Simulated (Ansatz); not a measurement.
Computed with Ansatz on PBE0-D4/def2-TZVP structures; ΔE is electronic, products minus reactants. CBS: MP2 limit from def2 TZ/QZ plus the TZ coupled-cluster correction, frozen cores. Functionals use def2-TZVPP. For Ge outer-core shells are correlated without core-valence functions, which leaves a few kJ/mol of doubt a bond. Scalar relativity is left out up to krypton. One conformer a species, not always the lowest.

Consider the redistribution: `F[SiH2]C[SiH](F)F` + `O[SiH](O)[CH2][GeH3]` → `O[SiH](O)C[SiH2]F` + `F[SiH](F)[CH2][GeH3]`.

`F[SiH2]C[SiH](F)F`:

Cartesian coordinates in Å:
```
F 2.831 -0.512 0.404
Si 1.360 -0.811 -0.154
C 0.235 0.563 0.407
Si -1.533 0.472 -0.098
F -1.631 0.428 -1.684
F -2.172 -0.877 0.445
H 1.443 -0.861 -1.632
H 0.926 -2.114 0.399
H 0.267 0.607 1.503
H 0.641 1.512 0.035
H -2.368 1.592 0.375
```

`O[SiH](O)[CH2][GeH3]`:

Cartesian coordinates in Å:
```
O -0.792 -1.674 -0.510
Si 0.658 -0.893 -0.478
O 1.885 -1.883 -0.005
C 0.392 0.550 0.647
Ge -1.122 1.682 0.122
H -0.876 -2.427 -1.096
H 1.066 -0.473 -1.841
H 1.858 -2.231 0.887
H 0.210 0.207 1.670
H 1.296 1.165 0.664
H -1.100 1.923 -1.399
H -2.448 1.010 0.506
H -1.026 3.045 0.832
```

`O[SiH](O)C[SiH2]F`:

```xyz
13

O     0.700   -1.920    0.660
Si    0.364   -1.064   -0.696
O     1.624   -0.137   -1.206
C    -1.003    0.167   -0.406
Si   -0.580    1.450    0.864
F     0.210    0.713    2.067
H     0.811   -1.406    1.465
H     0.020   -2.094   -1.703
H     2.452   -0.576   -1.403
H    -1.902   -0.374   -0.096
H    -1.229    0.676   -1.349
H    -1.782    2.067    1.477
H     0.316    2.498    0.326
```

`F[SiH](F)[CH2][GeH3]`:

Z-matrix (Å, degrees):
```
Si
F 1 1.591
C 1 1.835 2 109.7
F 1 1.591 2 106.5 3 119.8
H 1 1.477 2 107.9 3 -124.8
Ge 3 1.967 1 114.6 2 -56.5
H 3 1.094 1 109.7 2 65.4
H 3 1.095 1 108.7 2 -177.4
H 6 1.537 3 109.1 1 -169.6
H 6 1.538 3 109.7 1 -50.1
H 6 1.535 3 109.8 1 70.2
```

```
             level  ΔE (kJ/mol)  difference from CCSD(T)/CBS
            PBE-D4        -10.7                         -1.4
         r2SCAN-D4        -11.0                         -1.7
           PBE0-D4        -10.6                         -1.3
           ωB97X-V        -10.7                         -1.4
            B2PLYP         -9.0                          0.3
               PBE         -9.3                          0.0
    MP2/def2-TZVPP         -9.0                          0.3
SCS-MP2/def2-QZVPP         -8.2                          1.1
      HF/CBS(def2)         -6.5                          2.8
     MP2/CBS(def2)         -9.1                          0.2
       CCSD(T)/CBS         -9.3                            0
```

Largest T1 diagnostic among the species: 0.012.
